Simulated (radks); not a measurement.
Values are calculated unless marked as measured or tabulated.
Ionisation of Zr2+, [Kr] 4d2, to Zr3+, [Kr] 4d1, under several functionals. Non-relativistic Kohn-Sham, spin-polarised, spherical densities, point nucleus; open shells are filled with parallel spins first (spin-orbit coupling, left out, can overturn this in heavy ions); a radial shooting solver on a logarithmic mesh with Libxc functionals.

functional	E(Zr2+) (hartree)	Exc (hartree)	IE (eV)	-e(HOMO) (eV)	<r> HOMO (bohr)	IE error (eV)
XLYP	-3540.64654	-112.56942	23.363	18.046	1.987	+0.193
B86b exchange with PBE correlation	-3540.27582	-112.20466	23.513	18.224	1.973	+0.343
exchange-only B88	-3538.36433	-110.25809	22.579	17.385	2.010	-0.591
BP86	-3540.55352	-112.48563	23.538	18.261	1.968	+0.368
revPBE	-3539.95847	-111.88652	23.433	18.143	1.970	+0.263
HCTH/407	-3542.19069	-114.27753	23.688	18.351	1.924	+0.518
MS2 meta-GGA	-3539.72908	-111.66239	23.218	18.002	1.973	+0.048
PBE	-3539.76838	-111.68959	23.493	18.203	1.974	+0.323
TPSS	-3540.05320	-111.97526	23.301	18.018	1.964	+0.131
SOGGA	-3537.51934	-109.41004	23.384	18.105	1.971	+0.214
SCAN	-3540.48623	-112.44844	23.256	18.059	1.965	+0.086

NIST Atomic Spectra Database: 23.170 eV (semi-empirical). Closest: MS2 meta-GGA. The Delta-SCF values span 1.11 eV, the total energies 4.67 hartree. The highest occupied level is 4d. Relativity is left out here, which matters for elements this heavy. Open shells are spherical and high-spin; term and fine-structure splittings are not resolved.
